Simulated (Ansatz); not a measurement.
The cluster Si2S2⁺. Charge 1, multiplicity 2. Geometry PBE0-D4/def2-TZVP, that of the neutral singlet.

```tsv
atom	x (Å)	y (Å)	z (Å)
Si1	1.301	-0.545	-0.146
Si2	-1.196	0.721	-0.243
S3	0.564	1.185	0.938
S4	-0.668	-1.361	-0.550
```

The structure comes from a short search, and lower isomers may exist.

**Question.** Estimate the α-spin orbital energies around the gap (eV) in Ansatz with PBE-D4/def2-TZVP, r2SCAN-D4/def2-TZVP, PBE0-D4/def2-TZVP.

**Answer.** 
| orbital | PBE-D4/def2-TZVP | r2SCAN-D4/def2-TZVP | PBE0-D4/def2-TZVP |
| --- | --- | --- | --- |
| HOMO−5 | -15.03 | -15.44 | -16.34 |
| HOMO−4 | -13.96 | -14.33 | -15.24 |
| HOMO−3 | -13.28 | -13.58 | -14.42 |
| HOMO−2 | -13.13 | -13.41 | -14.22 |
| HOMO−1 | -12.01 | -12.28 | -13.13 |
| HOMO | -11.63 | -11.95 | -12.68 |
| LUMO | -9.15 | -9.09 | -8.34 |
| LUMO+1 | -8.76 | -8.71 | -7.99 |
| LUMO+2 | -7.03 | -6.78 | -6.17 |
| LUMO+3 | -6.67 | -6.41 | -5.80 |
| LUMO+4 | -5.60 | -5.37 | -4.67 |
| LUMO+5 | -5.20 | -4.81 | -4.27 |
| β HOMO | -11.93 | -12.19 | -13.05 |
| β LUMO | -10.84 | -10.72 | -10.18 |
